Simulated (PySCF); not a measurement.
# One molecule, several mistakes: AlBGeH4N cation

Calculated results; nothing here was measured. The program is PySCF 2.14.0, an open-source quantum chemistry code, run on an isolated molecule that a program drew, which may never have been made. The molecule is AlBGeH4N cation (charge +1, singlet), drawn as the SMILES string `[BH2][GeH]=[N][AlH+]`.

Each row is a Hartree-Fock (HF) and frozen-core CCSD(T) single point in the cc-pV(D+d)Z basis, meant for a local HF minimum. Run 1 is clean. Each other run has one planted mistake out of seven kinds, and not every kind appears here: one electron removed, one electron added, multiplicity raised by two, geometry at a saddle point, minimal basis STO-3G, one bond length entered in bohr, all coordinates scaled. The reference is restricted for singlets and unrestricted otherwise, and also for a bond in bohr. Adding or removing an electron swaps singlet and doublet. Electrons count all cores. HOMO and LUMO are orbital energies over both spins, the gradient is its largest component, and the lowest frequency (negative if imaginary) is given only where the gradient is small. Bond lengths are over the 7 bonds as drawn. T1 is the CCSD diagnostic: over 0.02 (restricted) or 0.045 (unrestricted) a single reference is doubtful. Germanium has the cc-pVDZ-PP basis, with a core potential (ECP10MDF) in place of its 10 inner electrons, and its 3s, 3p and 3d shells are frozen in CCSD(T).

Geometry of the clean run:
```xyz
8
AlBGeH4N cation, angstrom
B    -2.9647   -0.3898    0.0793
Ge   -0.9671    0.0895   -0.2627
N    -0.1293    1.2084    0.7142
Al    0.7925    2.2727    1.5792
H    -3.8051    0.2570   -0.4607
H    -3.2152   -1.2927    0.8131
H    -0.1832   -0.5488   -1.4048
H     1.6258    3.2708    2.4051
```

```
run  electrons  basis functions  <S^2>  HOMO (eV)  LUMO (eV)  gradient (hartree/bohr)  lowest frequency (cm^-1)  mean bond (Å)  longest bond (Å)      T1  HF (hartree)  CCSD(T) (hartree)                     mistake
  1         60               94  0.000     -14.52      -3.54                  3.5e-05                        83         1.5552             2.083  0.0192    -616.48244         -616.90652                    no fault
  2         60               94  0.000     -14.51      -4.47                  5.5e-05                      -159         1.5590             2.112  0.0205    -616.47875         -616.90379  geometry at a saddle point
  3         60               94  0.702     -13.92      -3.86                  1.7e-02                         -         1.7064             2.249  0.0646    -616.35988         -616.78379                           ?
  4         59               94  0.764     -21.20     -10.71                  5.4e-02                         -         1.5552             2.083  0.0363    -616.03003         -616.40494                           ?
```

**Which mistake was planted in run 3, and what did it cost?**

The mean bond changes by a factor of 1.097 and the longest by 1.080, so the molecule wasn't scaled as a whole. A length L in bohr read as angstrom grows by (1/0.5292 - 1) L = 0.890 L. The 7 bonds together grew by 7 x 0.1512 = 1.058 Å, which gives L = 1.190 Å. That is the length of one of the B-H bonds, 1.190 Å in the clean geometry. So the mistake is: one bond length entered in bohr. Subtracting run 1 and multiplying by 627.51 kcal/mol a hartree, the energy moved by 76.9 kcal/mol in HF and 77.0 kcal/mol in CCSD(T).

**Which mistake was planted in run 4, and what did it cost?**

It counts 59 electrons, one fewer than the clean run, at the same geometry and basis. So the mistake is: one electron removed. Subtracting run 1 and multiplying by 627.51 kcal/mol a hartree, the energy moved by 283.9 kcal/mol in HF and 314.7 kcal/mol in CCSD(T).

Cautions from the logs. Run 2: T1 is over the limit, so its CCSD(T) energy is less reliable; run 3: T1 is over the limit, so its CCSD(T) energy is less reliable.
